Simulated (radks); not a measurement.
Values are calculated unless marked as measured or tabulated.
Problem. Tm36+, configuration [Ar] 3d10 4s2 4p3 (the NIST ground configuration). Level of theory: Dirac Kohn-Sham, PBE, spin-unpolarised, spherical densities, point nucleus; open shells are shared between the two j in proportion to 2j + 1 (a radial shooting solver on a logarithmic mesh with Libxc functionals). Some entries of the table are withheld. Estimate them.

| orbital | occ. | eigenvalue (eV) | <r> (bohr) |
|---|---|---|---|
| 1s1/2 | 2 | -60762.40 | 0.02001 |
| 2s1/2 | 2 | -11513.67 | 0.08419 |
| 2p1/2 | 2 | (1) | (2) |
| 2p3/2 | 4 | (3) | (4) |
| 3s1/2 | 2 | -3708.072 | 0.2175 |
| 3p1/2 | 2 | -3507.119 | (5) |
| 3p3/2 | 4 | -3292.785 | (6) |
| 3d3/2 | 4 | -2956.509 | (7) |
| 3d5/2 | 6 | -2909.084 | (8) |
| 4s1/2 | 2 | -1721.540 | (9) |
| 4p1/2 | 1 | (10) | 0.4391 |
| 4p3/2 | 2 | (11) | 0.4582 |

Solution. 
(1) 2p1/2 eigenvalue (eV): -11049.70
(2) 2p1/2 <r> (bohr): 0.06999
(3) 2p3/2 eigenvalue (eV): -10067.09
(4) 2p3/2 <r> (bohr): 0.07735
(5) 3p1/2 <r> (bohr): 0.2070
(6) 3p3/2 <r> (bohr): 0.2201
(7) 3d3/2 <r> (bohr): 0.1930
(8) 3d5/2 <r> (bohr): 0.1970
(9) 4s1/2 <r> (bohr): 0.4415
(10) 4p1/2 eigenvalue (eV): -1636.921
(11) 4p3/2 eigenvalue (eV): -1569.442
